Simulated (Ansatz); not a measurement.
The cluster Si₆Ge⁻. Charge -1, multiplicity 2. Geometry PBE-D4/def2-SVPD, basis def2-TZVPD, Ansatz.

Cartesian coordinates in Å:
```
Si 0.882 -0.474 0.576
Si -0.840 -2.057 1.175
Si 0.812 -0.017 -1.974
Si -1.310 0.225 1.705
Si -1.230 -0.710 -0.864
Si 2.122 1.291 -0.494
Ge -0.436 1.742 -0.124
```

```csv
run,HOMO (eV),LUMO (eV)
A,-0.66,0.14
B,-0.44,0.04
C,-1.16,0.63
D,-0.55,0.07
```

Another isomer (doublet) lies 0.29 eV lower at PBE0-D4/def2-TZVPD; other spin states weren't run for this one.

HOMO and LUMO are taken over both spins.

Problem. The runs used B97M-V, PBE, PBE0, r2SCAN. Estimate which is which.

Solution. A r2SCAN (0 % exact exchange); B PBE (0 % exact exchange); C PBE0 (25 % exact exchange); D B97M-V (0 % exact exchange). Exact exchange lowers occupied and raises empty levels; among semilocal functionals meta-GGAs tend to open the gap a little, and such runs are hard to tell apart. The gap grows from 0.48 eV (PBE) to 1.79 eV (PBE0).
